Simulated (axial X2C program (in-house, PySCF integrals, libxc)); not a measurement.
Spin–orbit effects along a row: molecules with Pd (ions), PBE0

Calculated with an in-house relativistic program for diatomic molecules, spin-free (one-electron X2C) or two-component (2c: spin–orbit coupling with atomic mean-field Coulomb and Gaunt terms, which also bring small scalar terms), in Dyall basis sets with cores contracted in-house; open shells are unrestricted.

Basis sets: B dyall-v3z, C dyall-v3z, Li dyall-cv3z, N dyall-av3z, O dyall-av3z, Pd dyall-cv3z.

```json
{"molecule": "LiPd⁺", "spin-free state": "M_S = 0, Λ = 0", "Re (Å)": "2.429", "ωe (cm⁻¹)": "287.4", "De (eV)": "0.77", "2c state": "Ω = 0", "Re 2c (Å)": "2.432", "ωe 2c (cm⁻¹)": "286.3", "De 2c (eV)": "0.77"}
{"molecule": "PdB⁺", "spin-free state": "M_S = 0, Λ = 0", "Re (Å)": "1.738", "ωe (cm⁻¹)": "817.1", "De (eV)": "4.84", "2c state": "Ω = 0", "Re 2c (Å)": "1.738", "ωe 2c (cm⁻¹)": "816.2", "De 2c (eV)": "n/a"}
{"molecule": "PdC⁺", "spin-free state": "M_S = 1/2, Λ = 0", "Re (Å)": "1.685", "ωe (cm⁻¹)": "903.5", "De (eV)": "3.62", "2c state": "Ω = 1/2", "Re 2c (Å)": "1.686", "ωe 2c (cm⁻¹)": "902.5", "De 2c (eV)": "n/a"}
{"molecule": "PdN⁺", "spin-free state": "M_S = 1, Λ = 0", "Re (Å)": "1.757", "ωe (cm⁻¹)": "642.5", "De (eV)": "1.64", "2c state": "Ω = 1", "Re 2c (Å)": "1.757", "ωe 2c (cm⁻¹)": "639.2", "De 2c (eV)": "n/a"}
{"molecule": "PdO⁺", "spin-free state": "M_S = 3/2, Λ = 0", "Re (Å)": "1.775", "ωe (cm⁻¹)": "670.4", "De (eV)": "2.02", "2c state": "Ω = 3/2", "Re 2c (Å)": "1.775", "ωe 2c (cm⁻¹)": "669.3", "De 2c (eV)": "n/a"}
```

Question: Work out the shifts from the spin-free to the two-component result.

Answer: 

```tsv
molecule	2c state	ΔRe (Å)	Δωe (cm⁻¹)	ΔDe (eV)
LiPd⁺	Ω = 0	0.003	-1.1	0.00
PdB⁺	Ω = 0	0.000	-0.9	n/a
PdC⁺	Ω = 1/2	0.001	-1.0	n/a
PdN⁺	Ω = 1	0.000	-3.3	n/a
PdO⁺	Ω = 3/2	0.000	-1.1	n/a
```

Shifts of one unit in the last digit are rounding.

Fragments in 2c: Pd + Li+, Pd+ + B, Pd+ + C, Pd+ + N, Pd+ + O. Each entry is the lowest single determinant of a limited PBE0 search at one distance. De goes to single-determinant-based atoms at the same level (for ions the charge split of lowest energy) and is withheld (n/a) where an atom does not fit its ground term or J level. Main or longest-lived isotopes. One determinant is a doubtful description, or other states lie close, for PdC⁺, PdN⁺, PdO⁺; these need not be ground states, and all values refer to the states named. Some open-shell Ω = 0 determinants are out of reach, so the Ω given for PdN⁺ need not be the lowest component. With several unpaired electrons the Ω given is that of one determinant, not necessarily of the lowest component. The functionals have no current term, which raises determinants with orbital currents.
